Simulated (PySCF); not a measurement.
**Correlation energy of C⁺ (carbon, charge +1)**

[He] 2s1 2p2, high-spin 4P determinant (an excited configuration). Calculation: PySCF 2.14, in aug-cc-pVTZ with one added diffuse shell each of s, p, d, f type (6s5p4d3f, 62 functions); no relativity, point nucleus. Frozen: 1s2; 3 electrons correlated.

| level | correlation energy (mhartree) |
| --- | --- |
| CCSD | -15.77 |
| (T) | -0.05 |
| CCSD(T) | -15.82 |

Diagnostics: T1 = 0.0018, D1 = 0.0026, largest double amplitude 0.022.

**Question.** Is a single reference adequate?

**Answer.** Yes: T1 lies below 0.03 and no double amplitude reaches 0.07.
